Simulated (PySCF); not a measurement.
Polarisability and C₆ of Re²⁺ (rhenium, charge +2)

[Xe] 4f14 5d4 6s1, high-spin 6D determinant (an excited configuration). All numbers are calculated (PySCF 2.14, scalar relativity through the core potential, in aug-cc-pVTZ-PP with one added diffuse shell each of s, p, d, f, g type with ECP60MDF (7s7p6d4f3g, 113 functions)). Coupled (time-dependent) response in atomic units; α is the mean over directions.

```
method  mean α (bohr³)         α xx, yy, zz  C₆ (like pair)  S(−4)
 M06-L           21.08  21.02, 21.02, 21.20           145.6  183.3
```

S(−4) is the Cauchy moment in α(ω) = α(0) + S(−4) ω² + …

Spin-orbit coupling is absent.

α(iu) at M06-L:

| u (hartree) | α(iu) (bohr³) |
| --- | --- |
| 0 | 21.08 |
| 0.0500 | 20.63 |
| 0.100 | 19.44 |
| 0.200 | 16.09 |
| 0.300 | 12.95 |
| 0.500 | 8.825 |
| 0.750 | 6.122 |
| 1.00 | 4.596 |
| 1.50 | 2.927 |
| 2.00 | 2.034 |
| 3.00 | 1.135 |
| 5.00 | 0.4875 |

A single London oscillator, α(iu) = α/(1 + u²/ω²), gives C₆ = (3/4) ω α². Matching the computed C₆ needs ω = 4 × 145.6 / (3 × 21.08²) = 0.437 hartree.

For an ion, C₆ is the dispersion term alone; charge-induced terms of lower order in 1/R come first.

The components differ because the open shell of this determinant is not spherical; for a pure term their mean is the scalar polarisability.

Energies and moments cover only the electrons outside the core potential. Spin-orbit coupling, absent here, splits the open shell strongly.
